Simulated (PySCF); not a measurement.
W(NH)(NMe)(OH)2 (CH6N2O2W), SMILES [OH][W](=[N]C)(=[NH])[OH], multiplicity 1. Coordinates come from a PBE-D3(BJ)/def2-SVP optimisation. The spin state was assumed, not searched. The def2 effective core potentials stand for the cores of W; spin–orbit coupling is left out. Other conformers were not sampled.

Computed equilibrium geometry at PBE-D3(BJ)/def2-SVP (PySCF confirms it by a frequency run) as bond lengths and angles (one conformer of several):
Atoms: W1 N2 H3 N4 C5 H6 H7 H8 O9 H10 O11 H12. Bonds (Å): W1–N2 1.773, W1–N4 1.767, W1–O9 1.929, W1–O11 1.928, N2–H3 1.024, N4–C5 1.422, C5–H6 1.113, C5–H7 1.113, C5–H8 1.114, O9–H10 0.974, O11–H12 0.974. Bond angles (°): N2–W1–N4 111.0, N2–W1–O9 108.9, N2–W1–O11 107.6, N4–W1–O9 106.4, N4–W1–O11 108.1, O9–W1–O11 114.8, W1–N2–H3 155.0, W1–N4–C5 161.6, N4–C5–H6 111.1, N4–C5–H7 110.9, N4–C5–H8 112.1, H6–C5–H7 107.2, H6–C5–H8 107.8, H7–C5–H8 107.6, W1–O9–H10 119.0, W1–O11–H12 120.3.
Charge 0, spin multiplicity 1.
